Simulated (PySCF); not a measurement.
FH6NSi2, SMILES F[SiH2]N[SiH3]. Atoms are numbered in the order given.

```xyz
10

Si     0.9531    -0.7876    -0.1731
F      2.1082     0.0596     0.6007
N     -0.3498     0.2077    -0.6927
Si    -1.7909     0.6575     0.1890
H      0.4337    -1.7857     0.7954
H      1.6110    -1.3917    -1.3614
H     -0.2048     0.6886    -1.5777
H     -3.0113     0.4371    -0.6456
H     -1.7812     2.0928     0.6084
H     -1.8418    -0.2098     1.4010
```
Charge 0, spin multiplicity 1.

Geometry: PBE0-D3(BJ)/def2-SVP. One conformer was computed; it need not be the lowest.

These are TDA-PBE/def2-SVPD run with PySCF 2.14.0 values and carry that method's errors.

Vertical excitations. The molecule is in vacuum.

| state | energy (eV) | λ (nm) | f | main pairs |
|---|---|---|---|---|
| S1 | 5.98 | 207 | 0.006 | HOMO→LUMO 99 % |
| S2 | 6.88 | 180 | 0.054 | HOMO→LUMO+1 64 %, HOMO→LUMO+2 32 % |
| S3 | 6.95 | 178 | 0.041 | HOMO→LUMO+2 63 %, HOMO→LUMO+1 28 % |
| S4 | 7.19 | 172 | 0.001 | HOMO−1→LUMO 98 % |
| S5 | 7.20 | 172 | 0.001 | HOMO→LUMO+3 90 % |
| S6 | 7.41 | 167 | 0.060 | HOMO→LUMO+4 92 % |
| S7 | 7.50 | 165 | 0.006 | HOMO→LUMO+5 97 % |
| S8 | 7.68 | 161 | 0.004 | HOMO−2→LUMO 98 % |
| S9 | 7.75 | 160 | 0.007 | HOMO→LUMO+6 96 % |
| S10 | 7.88 | 157 | 0.006 | HOMO→LUMO+7 92 % |
| T1 | 5.67 | 219 | 0 | HOMO→LUMO 100 % |
| T2 | 6.36 | 195 | 0 | HOMO→LUMO+1 99 % |
| T3 | 6.69 | 185 | 0 | HOMO→LUMO+2 98 % |
| T4 | 7.00 | 177 | 0 | HOMO−1→LUMO 63 %, HOMO→LUMO+3 33 % |
Triplets are in the Tamm–Dancoff approximation.
